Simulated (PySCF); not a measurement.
Isomers of C8H10. Method: TDDFT PBE0/def2-SVPD, vertical, gas phase, core orbitals frozen in the response in PySCF. Geometries: GFN2-xTB; one conformer of each isolated species. Triplets are in the Tamm–Dancoff approximation.

A. `CC1=CC=CC(C)=C1`
B. `C#CCCC(=C)C=C`
C. `C/C=C\C1=CCC=C1`
D. `CC1=C[C@@]2(C)C=C[C@@H]12`

Lowest singlet levels (six at most, fewer where fewer were computed) with oscillator strengths:

1. 5.63 eV (f 0.387); 5.95 eV (f 0.007); 6.07 eV (f 0.133); 6.53 eV (f 0.002); 6.76 eV (f 0.001); 6.87 eV (f 0.006); T1 3.18 eV
2. 4.52 eV (f 0.046); 5.32 eV (f 0.038); 5.81 eV (f 0.000); 6.02 eV (f 0.653); 6.30 eV (f 0.001); 6.47 eV (f 0.027); T1 2.60 eV
3. 5.23 eV (f 0.005); 5.67 eV (f 0.015); 6.44 eV (f 0.007); 6.69 eV (f 0.006); 6.74 eV (f 0.012); 6.82 eV (f 0.003); T1 3.78 eV
4. 5.35 eV (f 0.004); 6.01 eV (f 0.011); 6.58 eV (f 0.000); 6.81 eV (f 0.423); 6.81 eV (f 0.026); 6.86 eV (f 0.734); T1 4.06 eV

Question: Match each spectrum to its molecule.

Answer: 1 = B, 2 = C, 3 = D, 4 = A.
- A: S1 at 5.35 eV, HOMO→LUMO (60%), HOMO-1→LUMO+1 (39%); Löwdin shares by element: HOMO carbon 73% or more (atoms not listed hold the other 27%); LUMO carbon 64% or more (atoms not listed hold the other 36%); HOMO -6.80 and LUMO -0.09 eV; point group C2, 1 of its 6 listed states under f = 0.0005.
- B: S1 at 5.63 eV, HOMO→LUMO (89%); Löwdin shares by element: HOMO carbon 81% or more (atoms not listed hold the other 19%); LUMO carbon 79% or more (atoms not listed hold the other 21%); HOMO -6.88 and LUMO -1.00 eV.
- C: S1 at 4.52 eV, HOMO→LUMO (97%); Löwdin shares by element: HOMO carbon 69% or more (atoms not listed hold the other 31%); LUMO carbon 61% or more (atoms not listed hold the other 39%); HOMO -6.02 and LUMO -0.98 eV; point group Cs, 1 of its 6 listed states under f = 0.0005.
- D: S1 at 5.23 eV, HOMO→LUMO (97%); Löwdin shares by element: HOMO carbon 82% or more (atoms not listed hold the other 18%); LUMO carbon 66% or more (atoms not listed hold the other 34%); HOMO -6.60 and LUMO -0.22 eV.
A and D have S1 within 0.13 eV of each other; their strongest listed levels stand at 6.86 eV (f 0.734) and 5.67 eV (f 0.015).
